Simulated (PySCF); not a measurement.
Species: FH8NSi3.
Geometry (PBE0-D3(BJ)/def2-SVP, Å), atoms numbered from 1 in this order:
```
atom  x, y, z in Å
N1    -0.3639    1.8678    0.2943
Si2   -0.0717    0.3854   -0.5767
Si3   -1.7321   -1.1466    0.0431
Si4    2.0169   -0.3418    0.1948
F5     2.5359   -1.6126   -0.6918
H6    -1.3108    2.2271    0.3561
H7     0.2923    2.6354    0.1913
H8    -0.0496    0.4802   -2.0792
H9    -3.0918   -0.5945   -0.2569
H10   -1.6472   -1.4291    1.5093
H11   -1.5575   -2.4268   -0.7090
H12    3.0450    0.7401    0.0903
H13    1.9295   -0.7857    1.6178
```

Theory: PBE0-D3(BJ)/def2-SVP geometry optimisation, gas phase (PySCF).

Take the most abundant isotopes and a rigid rotor. The values belong to one conformer with, in the numbering `[NH2:1][Si@H:2]([SiH3:3])[SiH2:4][F:5]`, H–N1–Si2–Si3 -44° and 177°, N1–Si2–Si4–F5 -172°.

Q: Give the principal moments of inertia and the rotational constants in cm⁻¹.

A: Ia = 176.32, Ib = 367.22, Ic = 490.84 u·Å²; 505379 MHz·u·Å²/I gives 2866, 1376 and 1030 MHz, that is A = 0.09561, B = 0.04591, C = 0.03434 cm⁻¹.

Q: Classify the top.

A: An asymmetric top: κ = (2 × 1376 − 2866 − 1030)/(2866 − 1030) = -0.62.

Q: What does the inertial defect say?

A: Not planar: Δ = Ic − Ia − Ib = -52.70 u·Å². For a rigid frame Δ = −2 Σ m c², so Σ m c² = 26.35 u·Å² lies off the ab plane: 10.74 from hydrogen and 15.61 from heavier atoms. The atom farthest from that plane is 2.01 Å away.

Q: Give the other two planar moments, Paa and Pbb, and the rms extents of the mass along the axes.

A: Paa = Σ m a² = (Ib + Ic − Ia)/2 = 340.87 and Pbb = Σ m b² = (Ia + Ic − Ib)/2 = 149.97 u·Å². With the mass M = 124.99 u, the rms extents √(P/M) along a, b and c are 1.65, 1.10, 0.46 Å.

Q: Where do the levels up to J = 5 lie, in cm⁻¹?

A: Above 0(0,0):
J = 1: 1(0,1) 0.0803, 1(1,1) 0.1300, 1(1,0) 0.1415
J = 2: 2(0,2) 0.2390, 2(1,2) 0.2789, 2(1,1) 0.3136, 2(2,1) 0.4627, 2(2,0) 0.4645
J = 3: 3(0,3) 0.4728, 3(1,3) 0.5013, 3(1,2) 0.5705, 3(2,2) 0.7034, 3(2,1) 0.7121, 3(3,1) 0.9819, 3(3,0) 0.9821
J = 4: 4(0,4) 0.7780, 4(1,4) 0.7960, 4(1,3) 0.9104, 4(2,3) 1.0230, 4(2,2) 1.0475, 4(3,2) 1.3060, 4(3,1) 1.3072, 4(4,1) 1.6917, 4(4,0) 1.6917
J = 5: 5(0,5) 1.1518, 5(1,5) 1.1621, 5(1,4) 1.3308, 5(2,4) 1.4203, 5(2,3) 1.4722, 5(3,3) 1.7118, 5(3,2) 1.7165, 5(4,2) 2.0969, 5(4,1) 2.0970, 5(5,1) 2.5926, 5(5,0) 2.5926
Those of J = 1 are B + C, A + C and A + B.

Q: Which types of transition are allowed, and where do some lines up to J = 5 fall?

A: The dipole components are |μa| = 1.56 D, |μb| = 2.34 D, |μc| = 0.12 D. Intensities carry the squares of the components, which stand as 0.44 : 1.00 : 0.00 (a : b : c). Some lines, for components of 0.1 D or more:

| type | branch | J(Ka,Kc) | MHz | lower level (cm⁻¹) |
| --- | --- | --- | --- | --- |
| c | Q | 5(1,5) ← 5(0,5) | 310 | 1.152 |
| b | R | 5(3,2) ← 4(4,1) | 746 | 1.692 |
| c | Q | 3(1,3) ← 3(0,3) | 853 | 0.473 |
| b | Q | 2(1,1) ← 2(0,2) | 2237 | 0.239 |
| c | Q | 4(2,3) ← 4(1,3) | 3376 | 0.910 |
| b | Q | 4(1,3) ← 4(0,4) | 3970 | 0.778 |
| b | Q | 4(2,2) ← 4(1,3) | 4111 | 0.910 |
| a | R | 2(1,2) ← 1(1,1) | 4465 | 0.130 |
| a | Q | 5(1,4) ← 5(1,5) | 5057 | 1.162 |
| b | R | 3(0,3) ← 2(1,2) | 5813 | 0.279 |
| b | R | 2(1,2) ← 1(0,1) | 5955 | 0.080 |
| b | Q | 5(3,2) ← 5(2,3) | 7327 | 1.472 |
| b | Q | 3(3,1) ← 3(2,2) | 8348 | 0.703 |
| a | R | 4(1,4) ← 3(1,3) | 8837 | 0.501 |
| a | R | 4(0,4) ← 3(0,3) | 9149 | 0.473 |
| a | R | 4(3,1) ← 3(3,0) | 9748 | 0.982 |
| a | R | 5(1,5) ← 4(1,4) | 10976 | 0.796 |
| c | Q | 5(4,2) ← 5(3,2) | 11402 | 1.717 |
| c | R | 3(2,2) ← 2(1,2) | 12728 | 0.279 |
| c | R | 4(2,2) ← 3(1,2) | 14303 | 0.570 |
| c | Q | 5(5,1) ← 5(4,1) | 14856 | 2.097 |
| b | R | 5(2,4) ← 4(1,3) | 15286 | 0.910 |
| c | R | 5(2,4) ← 4(1,4) | 18716 | 0.796 |
| c | R | 5(3,3) ← 4(2,3) | 20649 | 1.023 |
| b | R | 4(4,0) ← 3(3,1) | 21278 | 0.982 |
| c | R | 5(4,2) ← 4(3,2) | 23709 | 1.306 |
| b | R | 5(5,1) ← 4(4,0) | 27008 | 1.692 |

Whether it is a minimum is left open (no frequencies). No vibrational averaging or centrifugal distortion is included, and the geometry carries the error of its method. A rigid rotor knows nothing of inversion at nitrogen or internal rotation, which can split or shift real lines. Quadrupole hyperfine structure (14N) is left out.
